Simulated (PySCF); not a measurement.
# Electron correlation in Sb³⁺ (antimony, charge +3)

[Kr] 4d10 5s2, closed-shell 1S. Calculation: PySCF 2.14, in def2-TZVP with the def2 core potential (28 electrons); scalar relativity through the core potential. Frozen: 4s2 4p6 4d10; 2 electrons correlated.

Total MP2 correlation energy: -26.40 mhartree.

Same-spin part 0.00 and opposite-spin part -26.40 mhartree; SCS-MP2 scales them by 1/3 and 6/5 to -31.69 mhartree.

With two correlated electrons CCSD is exact within the correlated space (frozen core and kept virtual orbitals).

```
level  correlation energy (mhartree)
 CCSD                         -35.77
```

Diagnostics: T1 = 0.0032, D1 = 0.0046, largest double amplitude 0.098.

Cost of the coupled-cluster step: 0.1 s of wall time on 1 thread of Intel(R) Xeon(R) 6975P-C (shared host), for 2 correlated electrons.

Iterations:

```
CC2 = 0
CCSD nocc = 1, nmo = 41
frozen orbitals [0, 1, 2, 3, 4, 5, 6, 7, 8]
max_cycle = 100
direct = 0
conv_tol = 1e-08
conv_tol_normt = 1e-06
diis_space = 8
diis_start_cycle = 0
Init t2, MP2 energy = -237.51282119269  E_corr(MP2) -0.0264042767468072
Init E_corr(CCSD) = -0.0264042767474966
cycle = 1  E_corr(CCSD) = -0.0324129137432795  dE = -0.006008637  norm(t1,t2) = 0.0373577
cycle = 2  E_corr(CCSD) = -0.0344475365039934  dE = -0.00203462276  norm(t1,t2) = 0.0147377
cycle = 3  E_corr(CCSD) = -0.0357773699278189  dE = -0.00132983342  norm(t1,t2) = 0.00602368
cycle = 4  E_corr(CCSD) = -0.0357697617063967  dE = 7.60822142e-06  norm(t1,t2) = 0.000139045
cycle = 5  E_corr(CCSD) = -0.035770702516341  dE = -9.40809944e-07  norm(t1,t2) = 1.10482e-05
cycle = 6  E_corr(CCSD) = -0.0357702482836783  dE = 4.54232663e-07  norm(t1,t2) = 1.63302e-06
cycle = 7  E_corr(CCSD) = -0.0357703158297843  dE = -6.7546106e-08  norm(t1,t2) = 2.76877e-07
cycle = 8  E_corr(CCSD) = -0.0357703096956394  dE = 6.13414496e-09  norm(t1,t2) = 4.64444e-08
CCSD converged
E(CCSD) = -237.5221872256393  E_corr = -0.03577030969563939
```
